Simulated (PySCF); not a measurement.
Si(Br)(Me)(OH)2 (CH5BrO2Si), SMILES C[Si](O)(O)Br. Atoms are numbered in the order given.

```xyz
10

C      2.1986    -0.0230    -0.5484
Si     0.3768     0.2496    -0.7247
O     -0.3233    -0.6311    -1.9439
O      0.1414     1.8598    -1.0011
Br    -0.6601    -0.3922     1.1841
H      2.6059     0.6138     0.2513
H      2.7076     0.2306    -1.4920
H      2.4134    -1.0739    -0.3035
H     -0.8802    -1.3739    -1.6838
H     -0.7555     2.1423    -1.2182
```

Geometry optimised at B3LYP-D3(BJ)/def2-SVP. The values are those of a single conformer.

Two levels are set side by side: PBE/pcSseg-1 (PySCF) and PBE0/pcSseg-1 (PySCF). GIAO shifts against H2O (¹⁷O), TMS (²⁹Si), TMS (¹H), TMS (¹³C) at the same level; non-relativistic, no solvent, atoms listed together averaged. Without spin–orbit terms, shifts of atoms bonded to Cl or Br come out too high at both levels. Differences are taken from unrounded values.

| quantity | PBE |
|---|---|
| δ(¹³C) of C1 (ppm) | 5.3 |
| δ(²⁹Si) of Si2 (ppm) | 1.8 |

**Question.** These are the PBE values. What does PBE0 give? (The exact figures need the calculation; the answer reports its results.)

**Answer.** 
| quantity | PBE0 | PBE minus PBE0 |
|---|---|---|
| δ(¹³C) of C1 (ppm) | 5.2 | 0.1 |
| δ(²⁹Si) of Si2 (ppm) | 1.8 | 0.0 |

Rough cost on one machine, each run with all the roots and properties that it gave: PBE0 against PBE within a factor of 2.
